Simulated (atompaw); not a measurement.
## Logarithmic derivatives: praseodymium (Pr), PAW (atompaw)

* Element: praseodymium
* Generator: atompaw 4.2.0.5
* Type: PAW
* Functional: PBE
* Relativity: scalar-relativistic
* Frozen core: [Kr] 4d10 4f2
* Valence charge: 11
* Reference configuration: 5s2 5p6 5d1 6s1 6p0 (charge +1)
* Partial waves: 5s (bound): rc 1.70 bohr; 6s (bound): rc 2.80 bohr; 5p (bound): rc 2.80 bohr; 6p (bound, empty): rc 2.80 bohr; 5d (bound): rc 2.80 bohr; 5d channel at 0.4 Ry: rc 2.80 bohr
* Local potential: bessel scheme, radius 2.40 bohr
* Core correction: smooth core density matched at 2.70 bohr
* Augmentation charge: besselshape compensation charge, radius 2.45 bohr; PAW radius 2.80 bohr; waves and projectors: custom rrkj gramschmidtortho

The phase is arctan(r·u′/u) with u = r·R(r), unwrapped; energies in Ry, scanned from -6 to 5 Ry. A pole is an energy at which the radial function vanishes at the test radius. The pseudo phase is shifted by a multiple of π to meet the all-electron one at the reference energy, and phase errors are pseudo minus all-electron; the curves can meet again beyond the range given. Levels narrower than the energy grid can be missing from the lists of poles.

```tsv
channel	radius (bohr)	reference energy (Ry)	poles, all-electron	poles, pseudo	unbroken range about the reference energy with phases within 0.05 rad	phase error 1 Ry above the reference energy (rad)
s	2.80	-0.63	-3.41, 3.12	-3.41, 2.56	below 2.8	-0.026
p	2.80	-0.40	-1.89, 4.50	-1.89, 3.27	below 0.7	-0.023
d	2.80	-0.63	0.38	0.38	the whole range	-0.000
```

Phases in the d channel:

```json
{"E (Ry)": "-6.00", "all-electron": "1.414", "pseudo": "1.414"}
{"E (Ry)": "-5.76", "all-electron": "1.410", "pseudo": "1.410"}
{"E (Ry)": "-5.52", "all-electron": "1.406", "pseudo": "1.406"}
{"E (Ry)": "-5.28", "all-electron": "1.401", "pseudo": "1.401"}
{"E (Ry)": "-5.04", "all-electron": "1.397", "pseudo": "1.397"}
{"E (Ry)": "-4.80", "all-electron": "1.391", "pseudo": "1.391"}
{"E (Ry)": "-4.56", "all-electron": "1.385", "pseudo": "1.385"}
{"E (Ry)": "-4.32", "all-electron": "1.379", "pseudo": "1.379"}
{"E (Ry)": "-4.08", "all-electron": "1.371", "pseudo": "1.371"}
{"E (Ry)": "-3.84", "all-electron": "1.363", "pseudo": "1.363"}
{"E (Ry)": "-3.60", "all-electron": "1.354", "pseudo": "1.354"}
{"E (Ry)": "-3.36", "all-electron": "1.343", "pseudo": "1.343"}
{"E (Ry)": "-3.12", "all-electron": "1.330", "pseudo": "1.330"}
{"E (Ry)": "-2.88", "all-electron": "1.315", "pseudo": "1.315"}
{"E (Ry)": "-2.64", "all-electron": "1.297", "pseudo": "1.297"}
{"E (Ry)": "-2.40", "all-electron": "1.274", "pseudo": "1.274"}
{"E (Ry)": "-2.16", "all-electron": "1.244", "pseudo": "1.244"}
{"E (Ry)": "-1.92", "all-electron": "1.202", "pseudo": "1.202"}
{"E (Ry)": "-1.68", "all-electron": "1.143", "pseudo": "1.143"}
{"E (Ry)": "-1.44", "all-electron": "1.046", "pseudo": "1.046"}
{"E (Ry)": "-1.20", "all-electron": "0.864", "pseudo": "0.864"}
{"E (Ry)": "-0.96", "all-electron": "0.447", "pseudo": "0.447"}
{"E (Ry)": "-0.72", "all-electron": "-0.411", "pseudo": "-0.411"}
{"E (Ry)": "-0.48", "all-electron": "-1.053", "pseudo": "-1.053"}
{"E (Ry)": "-0.24", "all-electron": "-1.323", "pseudo": "-1.323"}
{"E (Ry)": "0.00", "all-electron": "-1.456", "pseudo": "-1.456"}
{"E (Ry)": "0.24", "all-electron": "-1.536", "pseudo": "-1.536"}
{"E (Ry)": "0.48", "all-electron": "-1.593", "pseudo": "-1.593"}
{"E (Ry)": "0.72", "all-electron": "-1.638", "pseudo": "-1.638"}
{"E (Ry)": "0.96", "all-electron": "-1.677", "pseudo": "-1.677"}
{"E (Ry)": "1.20", "all-electron": "-1.715", "pseudo": "-1.715"}
{"E (Ry)": "1.44", "all-electron": "-1.754", "pseudo": "-1.754"}
{"E (Ry)": "1.68", "all-electron": "-1.798", "pseudo": "-1.798"}
{"E (Ry)": "1.92", "all-electron": "-1.850", "pseudo": "-1.851"}
{"E (Ry)": "2.16", "all-electron": "-1.919", "pseudo": "-1.919"}
{"E (Ry)": "2.40", "all-electron": "-2.018", "pseudo": "-2.018"}
{"E (Ry)": "2.64", "all-electron": "-2.174", "pseudo": "-2.175"}
{"E (Ry)": "2.88", "all-electron": "-2.450", "pseudo": "-2.452"}
{"E (Ry)": "3.12", "all-electron": "-2.946", "pseudo": "-2.953"}
{"E (Ry)": "3.36", "all-electron": "-3.569", "pseudo": "-3.577"}
{"E (Ry)": "3.60", "all-electron": "-3.996", "pseudo": "-4.002"}
{"E (Ry)": "3.84", "all-electron": "-4.227", "pseudo": "-4.231"}
{"E (Ry)": "4.08", "all-electron": "-4.360", "pseudo": "-4.363"}
{"E (Ry)": "4.32", "all-electron": "-4.445", "pseudo": "-4.447"}
{"E (Ry)": "4.56", "all-electron": "-4.503", "pseudo": "-4.506"}
{"E (Ry)": "4.80", "all-electron": "-4.546", "pseudo": "-4.549"}
```
